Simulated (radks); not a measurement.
Results of a calculation; reference values are marked as such.
Question: The arsenic anion As3-, [Kr], held by a Watson sphere: a shell of charge +3 at radius R that stands for the Madelung well of a crystal (potential energy -3/R inside, -3/r outside, in hartree with lengths in bohr). Level of theory: scalar-relativistic Kohn-Sham, LDA (Slater exchange, Perdew-Wang correlation), spin-polarised, spherical densities, point nucleus (a radial shooting solver on a logarithmic mesh with Libxc functionals). Response by self-consistent Sternheimer equations with the Hartree and adiabatic LDA kernel, the relativistic mass of each level held fixed and spin-orbit coupling left out. The sphere does not respond.

R (bohr)  e(3d) (eV)  e(4s) (eV)  e(4p) (eV)  <r> 4p (bohr)  sum of <r^2> (bohr^2)  X-ray form factor at sin(theta)/lambda = 0.1 1/angstrom  alpha (bohr^3)
2.66         -38.646     -15.372      -6.859          2.608                  66.81                                                   32.055           47.97
2.89         -38.313     -14.696      -6.411          2.702                  70.74                                                   31.902           56.51
3.34         -37.862     -13.600      -5.591          2.883                  78.69                                                   31.627           77.99
3.99         -37.420     -12.456      -4.589          3.137                  90.79                                                   31.290           123.2
4.05         -37.386     -12.372      -4.507          3.159                  91.95                                                   31.262           128.4
4.83         -37.020     -11.527      -3.609          3.449                  107.8                                                   30.957           215.6

Estimate the row for R = 2.8 bohr.

Answer: e(3d) (eV) -38.431; e(4s) (eV) -14.951; e(4p) (eV) -6.585; <r> 4p (bohr) 2.665; sum of <r^2> (bohr^2) 69.19; X-ray form factor at sin(theta)/lambda = 0.1 1/angstrom 31.961; alpha (bohr^3) 52.99.
